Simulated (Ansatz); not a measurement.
FGeH$_{5}$O$_{2}$Si, SMILES `[OH][Ge]([OH])([F])[SiH3]`. The species carries charge 0 and has multiplicity 1. Geometry: relaxed with PBE0-D4/def2-TZVP. It is one conformer, not always the lowest.

```xyz
10

O     1.716    1.039    0.426
Ge    0.399    0.231   -0.432
O     1.110   -1.085   -1.356
F    -0.166    1.456   -1.542
Si   -1.418   -0.575    0.875
H     1.684    1.992    0.311
H     1.990   -0.871   -1.680
H    -2.038    0.585    1.559
H    -2.392   -1.233   -0.028
H    -0.885   -1.539    1.867
```

(1) What is the dipole moment at r2SCAN/def2-TZVPP? (Best estimate.)

(2) And with PBE, B3LYP, ωB97M-V? (Best estimate.)

(3) Give the Mulliken charges with r2SCAN, ωB97M-V, B3LYP in def2-TZVPP. (Estimate.)

Results:

(1) Computed: 1.26 D, with components (-0.20, 0.21, 1.23) D in this frame, pointing from negative to positive charge.

(2) Ansatz gave: PBE 1.21 D, B3LYP 1.33 D, ωB97M-V 1.33 D.

(3) Ansatz gave: 
```csv
atom,r2SCAN,ωB97M-V,B3LYP
O1,-0.45,-0.42,-0.43
Ge2,0.84,0.80,0.84
O3,-0.44,-0.41,-0.42
F4,-0.39,-0.39,-0.39
Si5,0.14,0.04,0.12
H6,0.20,0.18,0.19
H7,0.20,0.18,0.18
H8,-0.04,0.00,-0.03
H9,-0.04,0.01,-0.03
H10,-0.04,0.01,-0.03
```

B3LYP here is the variant with VWN-RPA as its local correlation; programs differ in this.
